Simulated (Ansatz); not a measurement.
CH$_{3}$BBrInO, SMILES `Br[B]1O[CH2][InH]1`, relaxed with RKS PBE0-D4/def2-TZVP in Ansatz 0.2.0 from a GFN2-xTB geometry. The force threshold is 0.005 eV/Å; the program also tests the step.

The species carries charge 0 and has multiplicity 1. In: def2 effective core potential.

Start:

```xyz
8

Br    1.918   -0.527    2.697
B     0.815   -0.311    1.224
O     0.976    0.431    0.208
C     0.225    0.655   -0.946
In   -1.448   -0.968    0.045
H    -0.018    1.719   -1.007
H     0.823    0.370   -1.816
H    -3.292   -1.367   -0.404
```

```json
{"step": "1", "energy (eV)": "-79017.8813", "largest force (eV/Å)": "2.125", "largest move (Å)": "0.000"}
{"step": "2", "energy (eV)": "-79018.3666", "largest force (eV/Å)": "1.859", "largest move (Å)": "0.195"}
{"step": "3", "energy (eV)": "-79018.7851", "largest force (eV/Å)": "0.991", "largest move (Å)": "0.196"}
{"step": "4", "energy (eV)": "-79018.8222", "largest force (eV/Å)": "1.129", "largest move (Å)": "0.177"}
{"step": "5", "energy (eV)": "-79018.8556", "largest force (eV/Å)": "0.126", "largest move (Å)": "0.056"}
{"step": "6", "energy (eV)": "-79018.8574", "largest force (eV/Å)": "0.050", "largest move (Å)": "0.011"}
{"step": "7", "energy (eV)": "-79018.8575", "largest force (eV/Å)": "0.010", "largest move (Å)": "0.006"}
{"step": "8 (rejected)", "energy (eV)": "-79018.8575", "largest force (eV/Å)": "0.012", "largest move (Å)": "0.003"}
{"step": "9", "energy (eV)": "-79018.8576", "largest force (eV/Å)": "0.002", "largest move (Å)": "0.002"}
```

End:

```xyz
8

Br    1.701   -0.674    2.706
B     0.646   -0.324    1.146
O     1.099    0.484    0.176
C     0.158    0.628   -0.933
In   -1.312   -0.734    0.061
H    -0.083    1.688   -1.032
H     0.659    0.293   -1.843
H    -2.868   -1.361   -0.280
```

Run time 40 s (4 threads of an Arm Neoverse V2 on a shared host); peak host memory 0.69 GiB.
